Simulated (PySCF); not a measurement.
Basis-set dependence of HI at MP2

PySCF, RHF reference; singlet, unpaired electrons none; De to H + I without counterpoise correction. Frozen cores follow the default of each basis and core potential.

| basis | relativity | functions | Re (Å) | ωe (cm⁻¹) | De (eV) | frozen orbitals |
| --- | --- | --- | --- | --- | --- | --- |
| x2c-SVPall | spin-free X2C | 41 | 1.602 | 2406 | 3.11 | 18 |
| def2-SVPD | scalar-relativistic core potentials | 43 | 1.607 | 2395 | 3.18 | 4 |
| cc-pVTZ/cc-pVTZ-PP | scalar-relativistic core potentials | 53 | 1.601 | 2418 | 3.36 | 4 |
| def2-TZVP | scalar-relativistic core potentials | 56 | 1.596 | 2422 | 3.25 | 4 |
| x2c-TZVPPall | spin-free X2C | 74 | 1.590 | 2432 | 3.38 | 18 |

Q: How does each smaller set differ from the one with most functions, x2c-TZVPPall?

A: x2c-SVPall: +1.2 pm, -1.1 % in ωe, -0.27 eV in De; def2-SVPD: +1.7 pm, -1.5 % in ωe, -0.20 eV in De; cc-pVTZ/cc-pVTZ-PP: +1.1 pm, -0.6 % in ωe, -0.02 eV in De; def2-TZVP: +0.6 pm, -0.4 % in ωe, -0.13 eV in De. All at MP2; the set with most functions is neither the basis-set limit nor always the best. The rows treat relativity differently, so the differences are not basis effects alone.

Measured (Huber and Herzberg, Constants of Diatomic Molecules (1979)): Re = 1.60916 Å, ωe = 2309.014 cm⁻¹. Correlated steps freeze the inner cores (4 to 18 orbitals); shallow outer-core shells are correlated. Correlated levels converge slowly with the basis: in double zeta they bind strong bonds too weakly, by up to about 1 eV, and carry superposition errors of some tenths. These are scalar-relativistic numbers at best; spin–orbit coupling would shift them, the dissociation energy most. Where the molecule has an RHF reference, its open-shell atoms are computed with UHF.
